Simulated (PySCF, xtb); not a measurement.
PbHBr, SMILES [PbH][Br] (connectivity only; charge and spin as stated), neutral, multiplicity 1.

Harmonic wavenumbers (cm⁻¹) from GFN2-xTB (xtb) at its own minimum, in rising order: 206, 524, 1504.

Question: What does PBE0-D3(BJ)/def2-TZVP run with PySCF give at its own minimum? (An estimate is asked for; the answer gives what the named calculation found.)

Answer: 211, 518, 1618. Paired by order, the mean absolute difference is 42 cm⁻¹ and the zero-point energies are 3.2 and 3.4 kcal/mol.
